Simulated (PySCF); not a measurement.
A geometry optimisation on `C[NH][AlH][Cl]`.

Method: PBE0-D3(BJ)/def2-SVP geometry optimisation, gas phase (PySCF 2.14.0). Start geometry: GFN2-xTB. The command runs a driver script over a list of jobs; the input below is this job's line of settings and its coordinates in Å.

Command:
```bash
OMP_NUM_THREADS=1 python probes_run.py task.json out
```

Input:
```
{"job": {"xc": "PBE0", "basis": "def2-SVP", "d3": "d3bj", "grid": 1, "shake": 0.01, "kind": "geom"}, "charge": 0, "multiplicity": 1}
C     -1.282700    -0.162170    -0.201400
N      0.079650    -0.566870    -0.065500
Al     1.461660     0.491440     0.261690
Cl     3.416810    -0.162660     0.452820
H     -1.948250    -0.609180     0.536990
H     -1.701000    -0.375200    -1.199060
H     -1.336350     0.942070    -0.072670
H      0.176630    -1.563580    -0.185540
H      1.191360     1.988990     0.438930
```

Output:
```
step   0  E = -797.92030772  max force = 0.020893
step   1  E = -797.92276128  max force = 0.002342
step   2  E = -797.92283952  max force = 0.001229
step   3  E = -797.92287205  max force = 0.000569
step   4  E = -797.92288103  max force = 0.000354
optimisation converged
```

Energies in Eh; «max force» is the largest Cartesian gradient component in Eh/bohr.

Q: Give the first gradient maximum in eV/Å.

A: With 1 Eh/bohr = 51.422 eV/Å, 1.074 eV/Å.

Q: How much energy does the optimisation release, in kcal/mol?

A: E(step 0) − E(last step) = 0.002573 Eh, which is 1.6 kcal/mol.

Summary of the converged run: final energy -797.92288 Eh after 4 steps; dipole 2.24 D.

Q: Where do the atoms end?

A: 0.092 Å rms from the input after alignment:
```
atom  x, y, z in Å
C1    -1.0296    0.1873    0.1689
N2     0.3796   -0.1134    0.2723
Al3    1.7103    1.0288    0.4846
Cl4    3.6617    0.2354    0.5327
H5    -1.6288   -0.3017    0.9582
H6    -1.4589   -0.1136   -0.8045
H7    -1.1967    1.2718    0.2687
H8     0.5755   -1.1068    0.1909
H9     1.4551    2.5743    0.6310
```

Hardware: one thread of an Arm Neoverse V1, shared host with 32 logical CPUs at a one-minute load of 28. Cost: 13 s of wall time, 0.36 GiB resident at most.
Labels such as C1 count atoms from 1, the log's own numbers from 0.
